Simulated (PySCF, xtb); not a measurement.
Ga(Me)(SH)2 (CH5GaS2), SMILES [CH3][Ga]([SH])[SH].

GFN2-xTB (xtb) at its own geometry gives an orbital gap of 3.40 eV and a dipole moment of 2.35 D.

The structure is a stationary point at B3LYP-D3(BJ)/def2-SVP. The structure was generated by enumeration; whether it is a known compound was not checked. The values are those of a single conformer.

What does r2SCAN/def2-TZVP in PySCF give? (The exact figures need the calculation; the answer reports its results.)

gap 5.17 eV (levels -6.49 and -1.32 eV), dipole 0.39 D.
